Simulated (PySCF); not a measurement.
Work out the structure from these simulated measurements.

Formula: C3H11AsBN.

- Valence photoelectron: vertical ionisation energy: 8.63 eV [ΔSCF B3LYP/def2-SVPD]
- Triplet: lowest triplet excitation (Tamm–Dancoff): 4.65 eV [TDA B3LYP/def2-SVPD]
- Polarisability: 96.4 au [B3LYP/def2-SVPD]
- 13C NMR: chemical shifts (computed TMS as zero) by class: 49.8 (1 C), 46.3 (1 C), 15.0 (1 C) ppm [GIAO PBE0/pcSseg-1]
- Rotational structure: rotational constants A, B, C: 3.818, 1.124, 0.925 GHz [PBE0-D3(BJ)/def2-SVP]
- 1H NMR: chemical shifts (computed TMS as zero) by class: 5.91 (1 H), 3.07 (3 H), 3.02 (2 H), 2.34 (2 H), 1.10 (3 H) ppm [GIAO PBE0/pcSseg-1]
- UV, first state: lowest singlet excitation: 5.40 eV (230 nm, f = 0.067) [TDDFT B3LYP/def2-SVPD]
- Dipole: 2.63 D [B3LYP/def2-SVPD]
- Couplings: largest of the computed one-bond spin–spin couplings (means over like bonds): 11B–1H +148.7, 13C–1H +141.5 (×3), 13C–1H +139.8 (×2), 13C–1H +133.4 (×3), 13C–13C +38.5, 15N–11B -31.7, 15N–13C -10.3, 15N–13C -10.2 Hz [B3LYP/pcJ-1 (pcSseg-1 on As), spin–dipole term left out for some pairs]
- NMR, other nuclei: isotropic shieldings of nuclei other than C and H, by class: 52 (1 B), 108 (1 N), 1847 (1 As) ppm [GIAO PBE0/pcSseg-1]

The electronic properties come from PySCF, for the isolated species, density fitting. Levels stand in brackets. The structure is a single PBE0-D3(BJ)/def2-SVP conformer in the gas phase; no vibrational or solvent corrections. Relativistic effects, spin–orbit coupling among them, are left out although an element past zinc is present. Each NMR value is the plain mean over a class of atoms that symmetry, rotation or inversion makes alike.

**Question.** Propose a structure and show how it fits.

**Answer.** Numbering: `[CH3:1][CH2:2][N:3]([CH3:4])[BH:5][AsH2:6]`. 3 carbons fall into 3 classes; from least to most shielded: sp3 carbon bound to nitrogen [C2] (49.8 ppm), N-methyl carbon [C4] (46.3 ppm), methyl carbon [C1] (15.0 ppm). Hydrogen classes from least to most shielded: 1 H on a three-coordinate boron, B5 (5.91 ppm), 3 H on an N-methyl carbon, C4 (3.07 ppm, a mean of values up to 0.5 ppm apart in this geometry), 2 H on an sp3 carbon bound to nitrogen, C2 (3.02 ppm, a mean of values up to 0.9 ppm apart in this geometry), 2 H on an arsenic bonded to B and 2 H, As6 (2.34 ppm), 3 H on a methyl carbon, C1 (1.10 ppm, a mean of values up to 0.6 ppm apart in this geometry). The other shieldings belong to: 52 ppm, three-coordinate boron [B5]; 108 ppm, boron-bound nitrogen [N3]; 1847 ppm, arsenic bonded to B and 2 H [As6]. The couplings run between: +148.7 Hz, three-coordinate boron [B5] and its hydrogen; +141.5 Hz, N-methyl carbon [C4] and its hydrogen (with 2 like pairs); +139.8 Hz, sp3 carbon bound to nitrogen [C2] and its hydrogen (with 1 like pair); +133.4 Hz, methyl carbon [C1] and its hydrogen (with 2 like pairs); +38.5 Hz, methyl carbon [C1] and sp3 carbon bound to nitrogen [C2]; -31.7 Hz, boron-bound nitrogen [N3] and three-coordinate boron [B5]; -10.3 Hz, boron-bound nitrogen [N3] and N-methyl carbon [C4]; -10.2 Hz, boron-bound nitrogen [N3] and sp3 carbon bound to nitrogen [C2]. S1 is mainly HOMO→LUMO (weight 0.92); the largest Löwdin shares of the orbital it empties are 0.56 on the arsenic bonded to B and 2 H, 0.14 on the three-coordinate boron, 0.10 on the boron-bound nitrogen and 0.06 on a hydrogen on arsenic, of the orbital it fills 0.38 on the three-coordinate boron, 0.21 on the arsenic bonded to B and 2 H, 0.17 on the boron-bound nitrogen and 0.09 on the B–H hydrogen. The optimised geometry has point group C1 and is an asymmetric top. Structure: `CCN(C)B[AsH2]`. The assignments are read from this structure; whether some other isomer fits the data as well wasn't checked. NMR values of atoms bound to As lack the spin–orbit term that these neighbours bring.

The values belong to the conformer `[CH3:1][CH2:2][N:3]([CH3:4])[BH:5][AsH2:6]`: C1–C2–N3–C4 -84°, C2–N3–B5–As6 -5°, H–As6–B5–N3 47°, H–As6–B5–N3 142°.
